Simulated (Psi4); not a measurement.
Cl3Sb (SMILES [Cl][Sb]([Cl])[Cl]), singlet, geometry from GFN2-xTB (all electrons, no relativity); PBE0/STO-3G run with Psi4.

The Psi4 input:
```
memory 2 GB

molecule mol {
0 1
Sb    0.004843   -0.000785    0.619287
Cl   -1.760197   -0.965587   -0.606784
Cl    0.035972    2.004188   -0.617068
Cl    1.709696   -1.036248   -0.634009
}

set {
  basis sto-3g
  reference rks
  scf_type pk
}

energy('pbe0')
print_variables()
```

Predict the main parts of the log of this Psi4 run.


```
   => Loading Basis Set <=

    Name: STO-3G
    Role: ORBITAL
    Keyword: BASIS

         ---------------------------------------------------------
                                   SCF
               by Justin Turney, Rob Parrish, Andy Simmonett
                          and Daniel G. A. Smith
                              RKS Reference
         ---------------------------------------------------------

  ==> Geometry <==

    Molecular point group: c1
    Full point group: C1

    Geometry (in Angstrom), charge = 0, multiplicity = 1:

       Center              X                  Y                   Z               Mass
    ------------   -----------------  -----------------  -----------------  -----------------
         SB           0.004499903707    -0.000729077936     0.575414385082   120.903812000000
         CL          -1.760540096293    -0.965531077936    -0.650656614918    34.968852682000
         CL           0.035628903707     2.004243922064    -0.660940614918    34.968852682000
         CL           1.709352903707    -1.036192077936    -0.677881614918    34.968852682000

  Running in c1 symmetry.

  Rotational constants: A =      0.05680  B =      0.05680  C =      0.04002 [cm^-1]
  Rotational constants: A =   1702.82704  B =   1702.82677  C =   1199.76689 [MHz]
  Nuclear repulsion =  716.464121418970990

  Charge       = 0
  Multiplicity = 1
  Electrons    = 102
  Nalpha       = 51
  Nbeta        = 51

  ==> Algorithm <==

  SCF Algorithm Type is PK.
  DIIS enabled.
  MOM disabled.
  Fractional occupation disabled.
  Guess Type is SAD.
  Energy threshold   = 1.00e-06
  Density threshold  = 1.00e-06
  Integral threshold = 1.00e-12

  ==> Primary Basis <==

  Basis Set: STO-3G
    Blend: STO-3G
    Number of shells: 26
    Number of basis functions: 54
    Number of Cartesian functions: 56
    Spherical Harmonics?: true
    Max angular momentum: 2

  ==> DFT Potential <==

   => LibXC <=

    Version 7.1.2
    S. Lehtola, C. Steigemann, M. J. T. Oliveira, and M. A. L. Marques,  SoftwareX 7, 1–5 (2018) (10.1016/j.softx.2017.11.002)

   => Composite Functional: PBE0 <=

    PBE0 Hyb-GGA Exchange-Correlation Functional

    C. Adamo and V. Barone,  J. Chem. Phys. 110, 6158 (1999) (10.1063/1.478522)
    M. Ernzerhof and G. E. Scuseria,  J. Chem. Phys. 110, 5029 (1999) (10.1063/1.478401)

    Deriv               =              1
    GGA                 =           TRUE
    Meta                =          FALSE

    Exchange Hybrid     =           TRUE
    MP2 Hybrid          =          FALSE

   => Exchange Functionals <=

    0.7500   Perdew, Burke & Ernzerhof

   => Exact (HF) Exchange <=

    0.2500               HF

   => Correlation Functionals <=

    1.0000   Perdew, Burke & Ernzerhof

   => LibXC Density Thresholds  <==

    XC_HYB_GGA_XC_PBEH:  1.00E-15

   => Molecular Quadrature <=

    Radial Scheme          =       TREUTLER
    Pruning Scheme         =           NONE
    Nuclear Scheme         =       TREUTLER

    Blocking Scheme        =         OCTREE
    BS radius alpha        =              1
    Pruning alpha          =              1
    Radial Points          =             75
    Spherical Points       =            302
    Total Points           =          79087
    Total Blocks           =            684
    Max Points             =            256
    Max Functions          =             45
    Weights Tolerance      =       1.00E-15

  ==> Integral Setup <==

  Using in-core PK algorithm.
   Calculation information:
      Number of atoms:                   4
      Number of AO shells:              26
      Number of primitives:             78
      Number of atomic orbitals:        56
      Number of basis functions:        54

      Integral cutoff                 1.00e-12
      Number of threads:                 1

  Performing in-core PK
  Using 2206710 doubles for integral storage.
  We computed 35462 shell quartets total.
  Whereas there are 61776 unique shell quartets.

  ==> DiskJK: Disk-Based J/K Matrices <==

    J tasked:                  Yes
    K tasked:                  Yes
    wK tasked:                  No
    Schwarz Cutoff:          1E-12

  Minimum eigenvalue in the overlap matrix is 3.1935570680E-01.
  Reciprocal condition number of the overlap matrix is 1.7861911211E-01.
    Using symmetric orthogonalization.

  ==> Pre-Iterations <==

  SCF Guess: Superposition of Atomic Densities via on-the-fly atomic UHF (no occupation information).

   -------------------------
    Irrep   Nso     Nmo
   -------------------------
     A         54      54
   -------------------------
    Total      54      54
   -------------------------

  ==> Iterations <==

                        Total Energy        Delta E     RMS |[F,P]|

   @RKS iter SAD: -7616.22596610827168   -7.61623e+03   0.00000e+00
   @RKS iter   1: -7618.44204123571581   -2.21608e+00   4.19517e-03 DIIS/ADIIS
   @RKS iter   2: -7618.46312058329841   -2.10793e-02   1.06208e-03 DIIS/ADIIS
   @RKS iter   3: -7618.46582200915873   -2.70143e-03   6.75237e-04 DIIS/ADIIS
   @RKS iter   4: -7618.46753744722355   -1.71544e-03   5.46082e-06 DIIS
   @RKS iter   5: -7618.46753760762749   -1.60404e-07   4.62510e-07 DIIS
  Energy and wave function converged.

  ==> Post-Iterations <==

   Electrons on quadrature grid:
      Ntotal   =  101.9999909614 ; deviation = -9.039e-06

    Orbital Energies [Eh]
    ---------------------

    Doubly Occupied:

[...]
    Virtual:

[...]
    Final Occupation by Irrep:
              A
    DOCC [    51 ]
    NA   [    51 ]
    NB   [    51 ]

  @RKS Final Energy: -7618.46753760762749

   => Energetics <=

    Nuclear Repulsion Energy =            716.4641214189709899
    One-Electron Energy =              -11947.8537286361679435
    Two-Electron Energy =                3801.5480601662834488
    DFT Exchange-Correlation Energy =    -188.6259905567131625
    Empirical Dispersion Energy =           0.0000000000000000
    VV10 Nonlocal Energy =                  0.0000000000000000
    Total Energy =                      -7618.4675376076265820

Computation Completed

Properties will be evaluated at   0.000000,   0.000000,   0.000000 [a0]

Properties computed using the SCF density matrix

 Multipole Moments:

 ------------------------------------------------------------------------------------
     Multipole            Electronic (a.u.)      Nuclear  (a.u.)        Total (a.u.)
 ------------------------------------------------------------------------------------

 L = 1.  Multiply by 2.5417464519 to convert [e a0] to [Debye]
 Dipole X            :          0.0747600           -0.0661325            0.0086274
 Dipole Y            :         -0.0121036            0.0107148           -0.0013888
 Dipole Z            :          9.5604351           -8.4565371            1.1038980
 Magnitude           :                                                    1.1039326

 ------------------------------------------------------------------------------------

  Variable Map:
  ----------------------------------------------------------------------------
[...]
  Array Variable Map:
  ----------------------------------------------------------------------------
[...]
[...]
```
